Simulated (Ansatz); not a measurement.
Computed with Ansatz on PBE0-D4/def2-TZVP structures; ΔE is electronic, products minus reactants. CBS: MP2 limit from def2 TZ/QZ plus the TZ coupled-cluster correction, frozen cores. This one scheme is used for every species. Functionals use def2-TZVPP. B3LYP here is the variant with VWN-RPA as its local correlation; programs differ in this. Each species was taken in one conformer, which may not be the lowest.

`CB(N)[SiH2]Cl` + SiH₄ → `CB(N)[SiH2][SiH3]` + HCl  (formal exchange of groups at the Si–Cl bond)

Task: Is it downhill or uphill in electronic energy at CCSD(T)/CBS, and by how much? (An estimate is asked.)

Result: The calculation gave: Uphill: ΔE = +88.8 kJ/mol.

Task: What do these levels give: PBE-D4, r2SCAN-D4, B3LYP-D4, ωB97X-V, r2SCAN, B3LYP, HF/def2-TZVPP, SCS-MP2/def2-TZVPP, CCSD(T)/def2-TZVPP, HF/def2-QZVPP, HF/CBS(def2), MP2/CBS(def2)? (An estimate is asked.)

Result: Ansatz gave: PBE-D4 73.3, r2SCAN-D4 85.0, B3LYP-D4 89.7, ωB97X-V 90.0, r2SCAN 86.0, B3LYP 93.1, HF/def2-TZVPP 112.0, SCS-MP2/def2-TZVPP 97.9, CCSD(T)/def2-TZVPP 85.7, HF/def2-QZVPP 112.7, HF/CBS(def2) 112.8, MP2/CBS(def2) 97.7 kJ/mol.

Largest T1 diagnostic among the species: 0.013.

The D4 term adds −3.5 kJ/mol with B3LYP and −2.2 kJ/mol with PBE0; it sums over pairs of atoms, weighted by their polarisabilities, and B3LYP, whose exchange is more repulsive, gets the larger term. In def2-TZVPP, CCSD(T) changes the Hartree–Fock value by −26.3 kJ/mol (the triples alone add −2.8 kJ/mol) and MP2 by −17.3 kJ/mol.
